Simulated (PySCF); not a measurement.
C5H6F2.
Bonds: F1–C2, C2–C3, C3–C4, C4–C5 (double), C5–F6, C5–C7, C4–C7. Hydrogens: H8, H9 on C2; H10, H11 on C3; H12, H13 on C7.

Computed by this run: PySCF 2.14.0, PBE0-D3(BJ)/def2-SVP geometry optimisation, gas phase; density fitting, grid level 1; the optimiser is geomeTRIC in internal coordinates, started from a GFN2-xTB structure with every atom displaced at random (about 0.01 Å).

Step 0: E = -10694.2645 eV
```
atom  x, y, z in Å  |  force x, y, z in eV/Å
F1     -2.9709   -0.2846    0.0254   -0.907  -0.126   0.258
C2     -1.7302    0.1019   -0.3497    0.136   0.508   0.885
C3     -0.7541   -0.2791    0.7449    1.483   0.710  -0.288
C4      0.6752    0.0350    0.3344   -4.007  -1.246   0.816
C5      1.7920    0.5975    0.4590    2.938   1.565   0.415
F6      2.6097    1.3951    1.1386   -0.619  -0.546  -0.447
C7      1.6992   -0.2560   -0.7396    0.136   0.791  -0.193
H8     -1.7277    1.1958   -0.5198    0.076  -0.120  -0.038
H9     -1.5021   -0.4073   -1.2652    0.456  -0.391  -1.007
H10    -0.8329   -1.3494    0.9550   -0.101  -0.299  -0.016
H11    -0.9868    0.2621    1.6799   -0.017  -0.068  -0.167
H12     2.1980   -1.2141   -0.7549    0.323  -0.716  -0.105
H13     1.5636    0.2102   -1.7279    0.103  -0.062  -0.113
```

Step 1: E = -10694.3739 eV
```
atom  x, y, z in Å  |  force x, y, z in eV/Å
F1     -3.0149   -0.2136    0.0626    0.278   0.009  -0.015
C2     -1.7403    0.1365   -0.3169   -0.091  -0.136  -0.193
C3     -0.7324   -0.3143    0.7271   -0.142   0.058  -0.014
C4      0.6453    0.0473    0.3456    0.394  -0.281   0.247
C5      1.8069    0.6132    0.4536   -0.742   0.383  -0.141
F6      2.5175    1.5524    1.0226    0.213  -0.202   0.098
C7      1.7336   -0.2837   -0.7001    0.030  -0.182  -0.201
H8     -1.6952    1.2291   -0.4483   -0.028   0.056   0.009
H9     -1.5156   -0.3362   -1.2953   -0.074   0.077   0.162
H10    -0.8235   -1.4114    0.8419    0.073   0.107  -0.002
H11    -0.9929    0.1393    1.6962    0.024   0.011  -0.005
H12     2.2240   -1.2756   -0.6885    0.034   0.122   0.054
H13     1.6205    0.1241   -1.7205    0.030  -0.024   0.002
```

Step 2: E = -10694.3955 eV
```
atom  x, y, z in Å  |  force x, y, z in eV/Å
F1     -3.0056   -0.2322    0.0795    0.005   0.001  -0.011
C2     -1.7478    0.1361   -0.3204   -0.048  -0.054  -0.005
C3     -0.7349   -0.3053    0.7216   -0.054   0.100  -0.053
C4      0.6399    0.0486    0.3354    0.230  -0.227   0.145
C5      1.7956    0.6149    0.4482   -0.331   0.420  -0.183
F6      2.5332    1.5163    1.0440    0.127  -0.158   0.090
C7      1.7337   -0.2801   -0.7094    0.060  -0.114   0.012
H8     -1.7201    1.2310   -0.4527   -0.002   0.000   0.014
H9     -1.5347   -0.3351   -1.2959    0.012   0.015   0.017
H10    -0.8147   -1.3991    0.8435   -0.011   0.000   0.003
H11    -0.9893    0.1532    1.6897    0.005   0.011  -0.010
H12     2.2364   -1.2621   -0.6692    0.015   0.013  -0.048
H13     1.6414    0.1210   -1.7342   -0.008  -0.008   0.029
```

**Question.** Estimate the geometry and energy of step 3. (The exact step hangs on the optimiser's Hessian estimate; all steps are aligned on step 2, rigid shifts and turns removed.)

**Answer.** E = -10694.4094 eV, largest force 0.321 eV/Å
```
atom  x, y, z in Å  |  force x, y, z in eV/Å
F1     -3.0053   -0.2576    0.0860   -0.103  -0.013   0.006
C2     -1.7586    0.1269   -0.3243    0.034   0.055   0.076
C3     -0.7374   -0.2895    0.7194    0.039   0.087  -0.053
C4      0.6402    0.0567    0.3307   -0.092  -0.195   0.028
C5      1.7909    0.6248    0.4446    0.137   0.228  -0.180
F6      2.5687    1.4658    1.0768   -0.005  -0.094   0.063
C7      1.7352   -0.2729   -0.7154    0.006   0.041   0.110
H8     -1.7486    1.2219   -0.4642    0.001  -0.023   0.000
H9     -1.5434   -0.3486   -1.2936    0.043  -0.027  -0.081
H10    -0.8109   -1.3803    0.8573   -0.032  -0.053   0.023
H11    -0.9905    0.1826    1.6810    0.000   0.005   0.003
H12     2.2356   -1.2545   -0.6800    0.018  -0.038   0.009
H13     1.6569    0.1318   -1.7383   -0.046   0.026  -0.004
```

The energy changes by -0.0139 eV. The first-order estimate −F·Δx gives -0.0216 eV and the mean of the old and new forces, exact on a quadratic surface, -0.0138 eV. The step makes an angle of 73° with the force vector and moves no atom by more than 0.070 Å.

What follows is the cost of the whole optimisation. Time: 68 s; peak memory 0.48 GiB. Hardware: one thread of an Arm Neoverse V1 (shared host).
